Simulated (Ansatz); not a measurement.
Consider the formal loss of a carbene: `CC(C)[O][Zn][Cl]` → `CC[O][Zn][Cl]` + `[CH2]` (triplet).

Calculated with Ansatz (gas phase, PBE0-D4/def2-TZVP geometries, no zero-point term in ΔE). CCSD(T)/CBS adds triple-zeta CCSD(T) − MP2 to the extrapolated MP2 energy (def2 sets, frozen cores). This one scheme is used for every species. DFT in def2-TZVPP. B3LYP here is the variant with VWN-RPA as its local correlation; programs differ in this. HSE06 is defined as in plane-wave codes. Triplets are unrestricted, without spin–orbit coupling. For Zn outer-core shells are correlated without core-valence functions, which leaves a few kJ/mol of doubt a bond. Scalar relativity is left out up to krypton. Each species was taken in one conformer, which may not be the lowest.

```
             level  ΔE (kcal/mol)  difference from CCSD(T)/CBS
            PBE-D4          110.5                          1.1
         revPBE-D4          107.7                         -1.7
           BLYP-D4          107.0                         -2.4
         r2SCAN-D4          104.3                         -5.1
            B97M-V          109.9                          0.5
           PBE0-D4          108.4                         -1.0
          B3LYP-D4          106.9                         -2.5
        r2SCANh-D4          103.8                         -5.6
          HSE06-D4          108.4                         -1.0
          BHLYP-D4          104.1                         -5.3
      CAM-B3LYP-D4          108.0                         -1.4
           ωB97X-V          111.5                          2.1
           ωB97M-V          109.9                          0.5
          PBE-QIDH          108.0                         -1.4
               PBE          108.3                         -1.1
              BLYP          102.1                         -7.3
            r2SCAN          103.7                         -5.7
              PBE0          106.5                         -2.9
             B3LYP          103.3                         -6.1
           r2SCANh          103.1                         -6.3
           r2SCAN0          102.4                         -7.0
             HSE06          106.6                         -2.8
             BHLYP          101.5                         -7.9
         CAM-B3LYP          106.1                         -3.3
           LC-ωPBE          105.5                         -3.9
RPA@PBE/def2-TZVPP          104.9                         -4.5
       HF/def2-SVP           74.0                        -35.4
      MP2/def2-SVP          108.6                         -0.8
     CCSD/def2-SVP          103.8                         -5.6
  CCSD(T)/def2-SVP          106.3                         -3.1
     HF/def2-TZVPP           71.8                        -37.6
    MP2/def2-TZVPP          109.8                          0.4
SCS-MP2/def2-TZVPP          109.2                         -0.2
   CCSD/def2-TZVPP          103.6                         -5.8
CCSD(T)/def2-TZVPP          106.7                         -2.7
     HF/def2-QZVPP           71.6                        -37.8
    MP2/def2-QZVPP          111.3                          1.9
SCS-MP2/def2-QZVPP          111.0                          1.6
     MP2/CBS(def2)          112.4                          3.0
    CCSD/CBS(def2)          106.2                         -3.2
       CCSD(T)/CBS          109.4                            0
```

Largest T1 diagnostic among the species: 0.015.

Leaving LDA and LC-ωPBE aside and taking each functional with its dispersion term where it has one, the values, not all of them listed here, spread over 8.4 kcal/mol, from r2SCAN0-D4 to ωB97X-V. LDA lies +19.8 kcal/mol from PBE without D4. From r2SCAN to r2SCAN0 (25 % exact exchange), in def2-TZVPP and without D4, ΔE moves by −1.3 kcal/mol. In def2-TZVPP, CCSD(T) changes the Hartree–Fock value by +35.0 kcal/mol (the triples alone add +3.2 kcal/mol) and MP2 by +38.0 kcal/mol.
